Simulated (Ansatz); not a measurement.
Single points on Zn4Br8⁻.

```yaml
crystal:
  periodic: [false, false, false]
  atoms:
    - {symbol: Zn, position_ang: [-2.406236, -1.237326, 1.020973]}
    - {symbol: Zn, position_ang: [1.836862, -1.452138, 1.991853]}
    - {symbol: Zn, position_ang: [0.082839, 2.114340, 0.480562]}
    - {symbol: Zn, position_ang: [-0.883922, -0.218177, -2.936076]}
    - {symbol: Br, position_ang: [-1.996090, 1.244729, 1.414811]}
    - {symbol: Br, position_ang: [-0.725964, -0.566303, -5.214335]}
    - {symbol: Br, position_ang: [0.254121, 1.680592, -2.013978]}
    - {symbol: Br, position_ang: [2.109466, 0.830268, 1.311444]}
    - {symbol: Br, position_ang: [0.509794, 4.380806, 0.824602]}
    - {symbol: Br, position_ang: [-0.284282, -2.538316, 1.869516]}
    - {symbol: Br, position_ang: [-2.183438, -1.673960, -1.563720]}
    - {symbol: Br, position_ang: [3.686841, -2.564505, 2.814328]}
basis:
  gaussian: {orbitals: def2-TZVP, fitting: {mean_field: def2-universal-jkfit}, initial_orbitals: start.molden}
total_charge: -1
magnetization: {spin_polarized: true, initial_magnetization: 1}
hamiltonian: {xc: {name: B3LYP}, dispersion: d4}
scf: {omitted_lower_state_checks: [starts]}
output: {orbitals: {seedname: orbitals}}
```

The file start.molden holds the orbitals of an earlier run on this structure, at another level or in another basis.

```sh
$ ansatz run in.yaml --threads 2 --pin off --events-out ev --progress --plain --max-ram 32768MiB --backend cuda --devices 0, --max-vram 18GiB
```

Output, abridged:

```
Functional definition: B3LYP
3184 factors; integrals over basis functions are off by at most 2.8e-1 eV
mean field evaluation 1: about -754078.8197 eV, gradient 8.8e0 eV
mean field evaluation 2: about -754078.9951 eV, gradient 2.1e-1 eV
mean field evaluation 4: about -754078.9974 eV, gradient 1.1e-3 eV
mean field -754078.99738016 eV, -27711.8920206185 hartree, gradient 1.0e-5 eV, S^2 0.751349; 0 other end points of the search recorded, 0 dependent functions left out
reference -754078.99778740 eV, -27711.8920355843 hartree; 201, 200 occupied and 375, 376 virtual orbitals, 3184 factors
Total energy: -754080.45227346 eV, -27711.9454869609 hartree
Checks for a lower state left out: starts
```

Run time 18 s (2 threads of AMD EPYC 7R13 on a shared host and a share (18 GiB) of an NVIDIA H100 80GB HBM3), peak host memory 1.2 GiB.

As the first input, with `hamiltonian: {xc: pbe, dispersion: d4}`, `output: {forces: true, orbitals: {seedname: orbitals}}` (abridged; 16 s):

```
Functional definition: PBE
mean field -753954.29813930 eV, -27707.3094080411 hartree, gradient 3.5e-5 eV, S^2 0.751731
Total energy: -753955.18603022 eV, -27707.3420374305 hartree
Atom 0 force     0.018349     0.014866    -0.008189 eV/Å
Atom 1 force    -0.060107     0.058609    -0.027002 eV/Å
Atom 2 force     0.019133    -0.090365    -0.031817 eV/Å
Atom 3 force     0.001892     0.035495     0.081439 eV/Å
Atom 4 force    -0.020858    -0.003936     0.012174 eV/Å
Atom 5 force     0.005296    -0.018330    -0.088909 eV/Å
Atom 6 force    -0.027120    -0.013268    -0.012675 eV/Å
Atom 7 force    -0.007345    -0.020661     0.021400 eV/Å
Atom 8 force     0.013081     0.111803     0.020493 eV/Å
Atom 9 force     0.002513    -0.017384     0.017188 eV/Å
Atom 10 force    -0.016216    -0.010109    -0.015402 eV/Å
Atom 11 force     0.071382    -0.046720     0.031301 eV/Å
Dipole moment:    -0.413793    -0.332231     0.140545 e Å
Checks for a lower state left out: starts
```

First input, but with `gaussian: {orbitals: def2-SVP, initial_orbitals: start.molden}`, `correlation: {method: mp2, frozen_orbitals: {Br: 9, Zn: 9}}` and without the key `hamiltonian` (abridged; 11 s):

```
Functional definition: HF
mean field -753421.81126019 eV, -27687.7408761664 hartree, gradient 1.9e-6 eV, S^2 0.752748
108 core orbitals not correlated: weight in the atoms' cores, before any rotation towards them, 1.000 or more for the frozen orbitals, at most 0.000 for the correlated occupied ones
second order -82.30461269 eV of doubles, -0.00000000 eV of singles
Total energy: -753504.11587289 eV, -27690.7655148947 hartree
Checks for a lower state left out: starts
```

The first input with `hamiltonian: {xc: r2scan, dispersion: d4}` (abridged; 14 s):

```
Functional definition: r2SCAN
mean field -754063.78029267 eV, -27711.3328029677 hartree, gradient 2.0e-5 eV, S^2 0.753512
Total energy: -754064.01748105 eV, -27711.3415194800 hartree
Checks for a lower state left out: starts
```

The first input with `gaussian: {orbitals: def2-SVP, initial_orbitals: start.molden}`, `hamiltonian: {xc: pbe0, dispersion: d4}` (abridged; 11 s):

```
Functional definition: PBE0
mean field -753880.51069839 eV, -27704.5977696024 hartree, gradient 2.1e-5 eV, S^2 0.751652
Total energy: -753881.32049728 eV, -27704.6275291629 hartree
Checks for a lower state left out: starts
```

The first input with `gaussian: {orbitals: def2-SVP, initial_orbitals: start.molden}`, `hamiltonian: {xc: pbe}`, `correlation: {method: rpa, frozen_orbitals: {Br: 9, Zn: 9}}` and without the key `output` (abridged; 13 s):

```
Functional definition: PBE
mean field -753857.36368344 eV, -27703.7471324926 hartree, gradient 2.4e-6 eV, S^2 0.751392
108 core orbitals not correlated: weight in the atoms' cores, before any rotation towards them, 1.000 or more for the frozen orbitals, at most 0.000 for the correlated occupied ones
Total energy: -753527.60535846 eV, -27691.6287375678 hartree
Checks for a lower state left out: starts
```

The first input with `gaussian: {orbitals: def2-SVP, initial_orbitals: start.molden}`, `hamiltonian: {xc: pbe, dispersion: d4}` (abridged; 10 s):

```
Functional definition: PBE
mean field -753857.36368005 eV, -27703.7471323682 hartree, gradient 7.3e-5 eV, S^2 0.751392
Total energy: -753858.25158901 eV, -27703.7797624206 hartree
Checks for a lower state left out: starts
```

Geometry: PBE-D4/def2-SVP.

B3LYP takes the VWN-RPA correlation. Correlated methods freeze 108 core orbitals; core or outer-core shells of Br are correlated, in sets that lack core-valence functions. Single mean-field runs in def2-TZVP are fitted with def2-universal-jkfit. Another isomer (doublet) lies 0.54 eV lower at PBE0-D4/def2-TZVP; other spin states weren't run for this one.
